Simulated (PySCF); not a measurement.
C3H12FGeNSi, SMILES [CH3][Ge]([NH][SiH2]F)([CH3])[CH3]. The structure is a stationary point at B3LYP-D3(BJ)/def2-SVP. The structure was generated by enumeration, and PubChem lists no compound with its InChIKey, so it may never have been made. The values are those of a single conformer.

Task: Give the equilibrium geometry at B3LYP-D3(BJ)/def2-SVP (PySCF confirms it by a frequency run) as bond lengths and angles. (The exact figures need the calculation; the answer reports its results.)

Result: Several could match; the one computed here: 
Atoms: Si1 F2 N3 Ge4 C5 C6 C7 H8 H9 H10 H11 H12 H13 H14 H15 H16 H17 H18 H19. Bond lengths (Å): Si1–F2 1.640, Si1–N3 1.711, Si1–H8 1.487, Si1–H9 1.484, N3–Ge4 1.873, N3–H10 1.017, Ge4–C5 1.963, Ge4–C6 1.960, Ge4–C7 1.962, C5–H11 1.100, C5–H12 1.101, C5–H13 1.101, C6–H14 1.101, C6–H15 1.100, C6–H16 1.100, C7–H17 1.101, C7–H18 1.100, C7–H19 1.101. Bond angles (°): F2–Si1–N3 112.0, F2–Si1–H8 107.2, F2–Si1–H9 104.6, N3–Si1–H8 109.2, N3–Si1–H9 111.4, H8–Si1–H9 112.4, Si1–N3–Ge4 126.6, Si1–N3–H10 116.0, Ge4–N3–H10 114.7, N3–Ge4–C5 107.8, N3–Ge4–C6 105.9, N3–Ge4–C7 108.6, C5–Ge4–C6 111.4, C5–Ge4–C7 111.0, C6–Ge4–C7 111.8, Ge4–C5–H11 110.0, Ge4–C5–H12 110.7, Ge4–C5–H13 110.7, H11–C5–H12 108.5, H11–C5–H13 108.7, H12–C5–H13 108.1, Ge4–C6–H14 110.0, Ge4–C6–H15 111.0, Ge4–C6–H16 110.1, H14–C6–H15 108.4, H14–C6–H16 108.7, H15–C6–H16 108.6, Ge4–C7–H17 110.6, Ge4–C7–H18 110.0, Ge4–C7–H19 110.7, H17–C7–H18 108.4, H17–C7–H19 108.3, H18–C7–H19 108.7.
